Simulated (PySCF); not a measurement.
From one molecule to another.

First species: C4H9ClO2Si.
SMILES: `CC(C)OC(=O)[SiH2]Cl`

Second species: CH₉OPSi₂.
SMILES: `C[Si@H](P)O[SiH3]`

Levels: PBE0/def2-SVPD for dipole moment, HOMO energy, LUMO energy, HOMO–LUMO gap, static isotropic polarisability and electronic spatial extent ⟨r²⟩ about the centre of nuclear charge; TDDFT PBE0/def2-SVPD for lowest singlet excitation; TDA PBE0/def2-SVPD for lowest triplet excitation (Tamm–Dancoff); GFN2-xTB for rotational constant A and rotational constant C. Geometries: GFN2-xTB. Each species is one conformer at its optimised geometry, gas phase, non-relativistic unless stated. Electronic properties by PySCF.

The conformers computed, where there is a choice (atom-mapped SMILES and torsion angles):
- `[CH3:1][CH:2]([CH3:3])[O:4][C:5](=[O:6])[SiH2:7][Cl:8]`: C1–C2–O4–C5 -155°, C2–O4–C5–O6 1°, O4–C5–Si7–Cl8 59°
- `[CH3:1][Si@H:2]([PH2:3])[O:4][SiH3:5]`: C1–Si2–O4–Si5 63°, H–P3–Si2–C1 164°, H–P3–Si2–C1 71°

```
                                                         property    column X    column Y
                                                    dipole moment      0.73 D      1.91 D
                                                      HOMO energy    -7.31 eV    -7.79 eV
                                                      LUMO energy    -0.09 eV    -1.04 eV
                                                    HOMO–LUMO gap     7.22 eV     6.75 eV
                                        lowest singlet excitation     6.15 eV     4.85 eV
                         lowest triplet excitation (Tamm–Dancoff)     5.49 eV     4.17 eV
                                  static isotropic polarisability     94.0 au     94.4 au
electronic spatial extent ⟨r²⟩ about the centre of nuclear charge  1121 bohr²  1753 bohr²
                                            rotational constant A   3.109 GHz   2.259 GHz
                                            rotational constant C   1.103 GHz   0.684 GHz
```

(1) Which column belongs to which species?

(2) How does each property change from the first species to the second?

## Answers

(1) Column X is the second species and column Y the first. The first has 17 atoms and 80 electrons, the second 14 and 66.

(2) dipole moment -1.18 D; HOMO energy +0.48 eV; LUMO energy +0.95 eV; HOMO–LUMO gap +0.47 eV; lowest singlet excitation +1.30 eV; lowest triplet excitation (Tamm–Dancoff) +1.32 eV; static isotropic polarisability -0.4 au; electronic spatial extent ⟨r²⟩ about the centre of nuclear charge -632 bohr²; rotational constant A +0.850 GHz; rotational constant C +0.419 GHz.

On the first: No computed singlet falls in the visible range (750 to 380 nm, 1.65 to 3.26 eV); S1 lies 1.59 eV above its blue end. The vertical singlet–triplet gap S1 − T1 is 0.68 eV (TDDFT singlet less Tamm–Dancoff triplet; S1: HOMO→LUMO, weight 0.95; T1: HOMO→LUMO, weight 0.93).

On the second: In wavenumbers S1 is 49600 cm⁻¹ (1 eV = 8065.54 cm⁻¹). The principal polarisabilities are 84.3, 94.0 and 103.6 au; their mean is the isotropic value.
